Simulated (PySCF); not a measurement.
Which determinant of CsMg lies lowest?

Unrestricted PBE0; basis Cs def2-SVP with ECP46, Mg def2-SVP; scalar-relativistic core potentials; PySCF 2.14. Outer shells of the fragments: Cs 6s1; Mg 3s2.

Followed along the bond (rough minima from three points):

```
2Ms+1   unpaired  ⟨S²⟩ at the start  R at minimum (Å)  Te (eV)
    2        σ ↑               0.76              4.38     0.00
    2        π ↑               0.76              3.61     0.66
    4  σ ↑↑, π ↑               3.75              4.05     2.28
```

Solutions found at the starting distance of 3.560 Å, counted from the lowest of them; the search is not exhaustive and high or unbound solutions are not listed, so other states can lie among these:

| 2Ms+1 | unpaired | term | E (eV) | ⟨S²⟩ | ⟨Lz²⟩ | μ (D) |
| --- | --- | --- | --- | --- | --- | --- |
| 2 | σ ↑ | ²Σ⁺ | 0.00 | 0.76 | 0.00 | -1.77 |
| 2 | π ↑ | ²Π | 0.47 | 0.76 | 1.01 | -8.95 |
| 2 | δ ↑ | ²Δ | 1.85 | 0.75 | 4.00 | 1.00 |
| 4 | σ ↑↑, π ↑ | ⁴Π | 2.19 | 3.75 | 1.00 | -5.78 |
| 4 | σ ↑, π ↑↑ | ⁴Σ⁻ | 2.48 | 3.75 | 0.00 | -9.37 |
| 2 | σ ↑↑, π ↓ | mixed | 2.86 | 1.75 | 1.01 | -5.57 |
| 4 | σ ↑↑↑ | ⁴Σ⁺ | 3.00 | 3.75 | 0.00 | 2.50 |
| 2 | σ ↑, π ↑↓ | mixed | 3.11 | 1.75 | 2.01 | -8.65 |
| 2 | σ ↑ | mixed | 3.53 | 0.86 | 2.00 | -7.36 |
| 4 | σ ↑, π ↑↑ | mixed | 4.04 | 3.75 | 2.00 | 6.10 |
| 4 | σ ↑↑, δ ↑ | ⁴Δ | 4.32 | 3.75 | 4.00 | 0.76 |

A term symbol is given only where ⟨S²⟩ and ⟨Lz²⟩ are close to those of a pure state; real π, δ and φ orbitals otherwise mix terms. A positive dipole means Cs(−)Mg(+).

Compare the gap between the two lowest followed solutions at the starting distance with the gap between their minima.

At PBE0 the second solution (doublet, unpaired electrons π ↑) lies +0.47 eV from the first (doublet, unpaired electrons σ ↑) at 3.560 Å and +0.66 eV at the minima; the two curves relax by different amounts, since their minima lie near 3.61 and 4.38 Å.

Spin–orbit coupling is left out. Counting both spins, an empty level lies below a filled one in some of these solutions, because spin and occupation are held.
